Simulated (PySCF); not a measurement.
**Magnetisability: `[H][Ge]([H])([CH3])[O]C`, C2H8GeO**

Cartesian coordinates in Å; atom numbers follow the order of the lines, from 1:
```xyz
12

Ge    0.490    0.610    0.319
H     0.542    0.610    1.835
H     1.924    0.552   -0.169
C    -0.613    2.016   -0.478
H    -0.265    3.005   -0.195
H    -1.643    1.902   -0.153
H    -0.589    1.937   -1.562
O    -0.336   -0.859   -0.210
C     0.055   -2.175    0.098
H     1.062   -2.393   -0.264
H    -0.652   -2.844   -0.396
H     0.026   -2.361    1.175
```

Level of theory: GIAO B97-D/def2-SVP magnetisability, rotational g tensor and spin-rotation constants, non-relativistic, gas phase in PySCF 2.14.0. Geometry: GFN2-xTB.

The calculation is non-relativistic, which matters for the atoms heavier than Zn.

**Question.** How diamagnetic is it, and how anisotropic?

**Answer.** Isotropic -966 × 10⁻³⁰ J/T², or -58.2 × 10⁻⁶ cm³/mol; principal values -1045, -942, -913 × 10⁻³⁰ J/T², anisotropy 120 × 10⁻³⁰ J/T² (root of half the summed squared differences of the principal values). The susceptibility is in cgs units.

**Question.** Split it along the inertial axes a, b, c into diamagnetic and paramagnetic parts about the centre of mass, with the quadrupole moment.

**Answer.** 
| axis | χ (10⁻⁶ cm³/mol) | diamagnetic (10⁻⁶ cm³/mol) | paramagnetic (10⁻⁶ cm³/mol) | summed x² of all electrons (Å²) | quadrupole Θ (D Å) |
| --- | --- | --- | --- | --- | --- |
| a | -62.9 | -193.9 | 131.0 | 112.0 | +4.83 |
| b | -56.7 | -534.9 | 478.2 | 31.6 | -2.84 |
| c | -55.0 | -609.2 | 554.2 | 14.1 | -2.00 |

Anisotropies 2χaa − χbb − χcc = -14.1 and 2χbb − χaa − χcc = +4.4 × 10⁻⁶ cm³/mol. Θ is traceless in Buckingham's convention.

**Question.** And the rotational g tensor?

**Answer.** 
| axis | rotational constant (GHz) | g | nuclear part | electronic part |
| --- | --- | --- | --- | --- |
| a | 11.4050 | -0.0299 | 0.6721 | -0.7020 |
| b | 2.7989 | -0.0095 | 0.6193 | -0.6288 |
| c | 2.3771 | -0.0106 | 0.6083 | -0.6190 |

Asymmetric top; isotopes 12C, 74Ge, 1H, 16O; no vibrational averaging.
